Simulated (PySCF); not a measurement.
# Mg⁺ (magnesium, charge +1) across methods

[Ne] 3d1, 2D determinant (an excited configuration). All numbers are calculated (PySCF 2.14, scalar relativity by spin-free X2C-1e, in x2c-QZVPPall with one added diffuse shell each of s, p, d, f type (10s7p6d3f, 82 functions)).

```tsv
method	E (hartree)	mean ε 2p α (eV)	mean ε 2p β (eV)	mean ε 3d α (eV)	Σ⟨r²⟩ (bohr²)	⟨S²⟩
LDA	-198.8380	-60.380	-60.365	-4.888	32.93	0.750
CAM-B3LYP	-199.7806	-65.678	-65.667	-5.914	32.70	0.750
UHF	-199.36037	-75.640	-75.635	-6.085	35.71	0.750
wB97X	-199.7903	-66.543	-66.544	-6.319	34.53	0.750
r2SCAN	-199.7696	-61.660	-61.653	-4.949	33.26	0.750
PBEsol	-199.2374	-60.152	-60.136	-4.983	33.01	0.750
PBE0	-199.6889	-64.379	-64.364	-5.404	33.16	0.750
PBE	-199.6740	-60.233	-60.214	-5.094	32.55	0.750
r2SCAN0	-199.7593	-65.379	-65.372	-5.251	33.60	0.750
```

The outer electron is Rydberg-like, and this basis confines it to a smaller radius and binds it less than a complete one would.
